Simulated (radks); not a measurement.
Effect of the nuclear size on the silver ion Ag2+, [Kr] 4d9. All-electron calculation, Dirac Kohn-Sham, PBE, spin-unpolarised, spherical densities, finite nucleus; open shells fill j = l - 1/2 first; Fermi nuclear charge, rms radius 4.5454 fm. Program: a radial shooting solver on a logarithmic mesh with Libxc functionals. The rms radius is varied about that value; shifts are against it.

| rms radius (fm) | total energy shift (eV) | density at nucleus (e/bohr^3) | 1s1/2 shift (meV) | 2s1/2 shift (meV) | 4s1/2 shift (meV) | 4p1/2 shift (meV) | 5s1/2 (empty) shift (meV) |
|---|---|---|---|---|---|---|---|
| 4.05 | -0.582 | 1.48e+05 | -245 | -27.4 | -0.980 | 0.034 | -0.117 |
| 4.1363 | -0.485 | 1.476e+05 | -204 | -22.8 | -0.816 | 0.028 | -0.097 |
| 4.5454 | 0 | 1.457e+05 | 0.000 | 0.000 | 0.000 | 0.000 | 0.000 |
| 4.9863 | 0.567 | 1.439e+05 | 238 | 26.7 | 0.954 | -0.033 | 0.114 |
| 5.6636 | 1.52 | 1.414e+05 | 642 | 71.8 | 2.57 | -0.088 | 0.306 |

Slopes of the eigenvalues against <r^2> in GHz/fm^2, as finite differences over the two radii next to the reference (eigenvalue slopes, not the field-shift constants of lines): 1s1/2 13800, 2s1/2 1540, 4s1/2 55.2, 4p1/2 -1.89, 5s1/2 (empty) 6.59.
